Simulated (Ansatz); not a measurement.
Relaxation of Cl3H4NSi (9 atoms, charge 0, multiplicity 1), to a largest force component of 0.03 eV/Å in at most 50 steps.

All numbers below come from Ansatz 0.2.0, RKS PBE0-D4/def2-SVP.

```xyz
9
Properties=species:S:1:pos:R:3:forces:R:3
Si -0.601 -0.160 -0.354 -1.15 -0.44 0.75
H 0.009 1.080 1.932 1.02 1.41 -0.40
Cl 1.244 -0.865 0.176 -0.01 -0.01 -0.01
Cl -0.431 1.840 -0.764 0.01 0.02 -0.01
Cl -1.119 -1.153 -2.076 -0.01 0.00 0.01
N -1.868 -0.495 0.835 0.89 0.12 -1.19
H -2.607 -1.099 0.486 0.01 -0.01 0.00
H -2.257 0.291 1.343 0.03 0.03 0.00
H -0.403 0.562 2.208 -0.80 -1.12 0.86
```

Where does it end, and by what steps?

The run converged. The force dipped under the threshold on the way, but the program's further checks kept it going. After 23 steps the energy has fallen by 0.327 eV; H9 moved furthest, 0.92 Å.

```
step  energy less start (eV)  largest force component (eV/Å)  accepted
   0                  0.0000                           1.405       yes
   1                 -0.1735                           0.746       yes
   2                 -0.2465                           0.436       yes
   3                 -0.2789                           0.260       yes
   4                 -0.2821                           0.518       yes
   5                 -0.2973                           0.382       yes
   6                 -0.3092                           0.179       yes
   7                 -0.3149                           0.345       yes
   8                 -0.3250                           0.098       yes
   9                 -0.3236                           0.273        no
  10                 -0.3259                           0.036       yes
  11                 -0.3260                           0.033       yes
  12                 -0.3256                           0.064        no
  13                 -0.3263                           0.016       yes
  14                 -0.3261                           0.078        no
  15                 -0.3264                           0.019       yes
  16                 -0.3265                           0.067       yes
  17                 -0.3266                           0.037       yes
  18                 -0.3268                           0.006       yes
  19                 -0.3243                           0.342        no
  20                 -0.3270                           0.031       yes
  21                 -0.3270                           0.062       yes
  22                 -0.3271                           0.041       yes
  23                 -0.3273                           0.015       yes
```

```xyz
9
Properties=species:S:1:pos:R:3
Si -0.708 -0.280 -0.582
H -0.104 1.545 2.307
Cl 1.039 -1.208 -0.025
Cl -0.280 1.717 -0.742
Cl -1.253 -1.052 -2.397
N -2.011 -0.476 0.481
H -2.587 -1.308 0.447
H -2.016 -0.020 1.386
H -0.110 1.082 2.911
```

The run took 68 s on 2 threads of Arm Neoverse V1, on a shared host, peak memory 0.24 GiB.
